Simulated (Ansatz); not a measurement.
Mulliken charges of `C[O][GeH]([SH])[Cl]` from PBE/def2-TZVPP in Ansatz (PBE0-D4/def2-TZVP geometry).

| atom | x (Å) | y (Å) | z (Å) | charge (e) |
| --- | --- | --- | --- | --- |
| C1 | -0.691 | -1.416 | 0.155 | -0.129 |
| O2 | -0.798 | -0.106 | 0.676 | -0.329 |
| Ge3 | 0.492 | 1.061 | 0.417 | 0.560 |
| S4 | 0.938 | 1.332 | -1.729 | -0.272 |
| Cl5 | 2.322 | 0.292 | 1.235 | -0.283 |
| H6 | -1.643 | -1.918 | 0.338 | 0.107 |
| H7 | 0.105 | -1.979 | 0.652 | 0.101 |
| H8 | -0.497 | -1.410 | -0.923 | 0.093 |
| H9 | 0.060 | 2.321 | 1.164 | 0.027 |
| H10 | -0.288 | 1.823 | -1.986 | 0.124 |

By hand: the dipole of these point charges (1 e Å = 4.8032 D).

Σ q r = (-0.531, 0.119, -0.087) e Å, of length 0.551 e Å = 2.65 D.

How does the dipole of the full density compare? (Estimate.)

Ansatz gave: (-0.304, 0.041, -0.139) e Å, 1.62 D; the point charges give 1.64 times that, at 16° from its direction.

Point charges leave out the atoms' own dipoles, such as those of lone pairs, and Mulliken's split depends on the basis, so the two needn't agree.
